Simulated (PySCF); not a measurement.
**How methods differ on the ionisation energy of P⁺**

P⁺ [Ne] 3s2 3p2 (3P) → P²⁺ [Ne] 3s2 3p1 (2P), as a difference of total energies. All numbers are calculated (PySCF 2.14, scalar relativity by spin-free X2C-1e, in Sapporo-DZP-2012 (5s4p2d, 27 functions)). Correlated levels: valence: [Ne] frozen. The calculations carry no spin-orbit coupling.

| method | ionisation energy (eV) |
| --- | --- |
| UHF | 19.200 |
| B3LYP | 19.772 |
| M06-2X | 19.630 |
| MP2 (valence) | 19.542 |
| SCS-MP2 (valence) | 19.467 |

Estimate what CCSD (valence) gives.

19.601 eV, closest to M06-2X among the rows shown.

Estimate what CCSD(T) (valence) gives.

19.612 eV, closest to M06-2X among the rows shown.

The reference lies between the lowest fine-structure levels, while these numbers refer to the centres of the terms.

Errors of the correlated levels include the incompleteness of this basis and the frozen core.

For comparison: 19.769 eV (semi-empirical (NIST evaluation); NIST Atomic Spectra Database, ionization energies).
